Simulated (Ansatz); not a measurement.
Input file for Br3HOZr (`[OH][Zr]([Br])([Br])[Br]`):

```yaml
crystal:
  periodic: [false, false, false]
  atoms:
    - {symbol: O, position_ang: [-0.020183, 0.199506, 1.482634]}
    - {symbol: Zr, position_ang: [0.004809, -0.050227, -0.374410]}
    - {symbol: Br, position_ang: [1.872706, -1.587513, -0.961542]}
    - {symbol: Br, position_ang: [-2.164316, -1.040235, -1.089843]}
    - {symbol: Br, position_ang: [0.338848, 2.152300, -1.485424]}
    - {symbol: H, position_ang: [-0.031856, 0.326169, 2.428575]}
basis:
  gaussian: {orbitals: def2-SVP}
correlation: {method: ccsd_t}
```

```sh
$ ansatz run in.yaml --threads 4 --pin off --events-out ev --progress --plain --max-ram 11315MiB
```

Log, shortened:

```
Functional definition: HF
1420 factors; integrals over basis functions are off by at most 9.8e-4 eV
mean field evaluation 1: about -213293.1917 eV, gradient 4.3e1 eV
mean field evaluation 2: about -213293.2103 eV, gradient 4.3e1 eV
mean field evaluation 4: about -213297.4202 eV, gradient 2.3e0 eV
mean field evaluation 8: about -213297.4430 eV, gradient 2.6e-1 eV
mean field evaluation 16: about -213297.3939 eV, gradient 2.3e0 eV
mean field -213297.44340843 eV, -7838.5364670600 hartree, gradient 9.6e-6 eV, S^2 0.000000; 0 other end points of the search recorded, 0 dependent functions left out
28 core orbitals not correlated: weight in the atoms' cores, before any rotation towards them, 1.000 or more for the frozen orbitals, at most 0.000 for the correlated occupied ones
reference -213297.44340843 eV, -7838.5364670600 hartree; 35, 35 occupied and 83, 83 virtual orbitals, 1420 factors
second order -30.60846638 eV of doubles, -0.00000000 eV of singles
cycle   1  -29.64058076 eV  change    9.7e-1 eV  update   1.7e-1
cycle   2  -30.31795377 eV  change   -6.8e-1 eV  update   7.1e-2
cycle   3  -30.51761405 eV  change   -2.0e-1 eV  update   3.0e-2
cycle   4  -30.48767549 eV  change    3.0e-2 eV  update   8.4e-3
cycle   5  -30.48153517 eV  change    6.1e-3 eV  update   2.6e-3
cycle   6  -30.48296511 eV  change   -1.4e-3 eV  update   8.5e-4
cycle   7  -30.48284996 eV  change    1.2e-4 eV  update   3.9e-4
cycle   8  -30.48268401 eV  change    1.7e-4 eV  update   1.3e-4
cycle   9  -30.48277426 eV  change   -9.0e-5 eV  update   4.3e-5
cycle  10  -30.48278981 eV  change   -1.6e-5 eV  update   1.3e-5
perturbative correction -0.91778341 eV, -0.0337279184 hartree
Total energy: -213328.84398166 eV, -7839.6904168420 hartree
```

Run time 56 s (4 threads of an Arm Neoverse V2 on a shared host); peak host memory 1.2 GiB.

The correlation energy is -31.401 eV, 2.9 % of it from (T); the T1 diagnostic reads 0.0133.
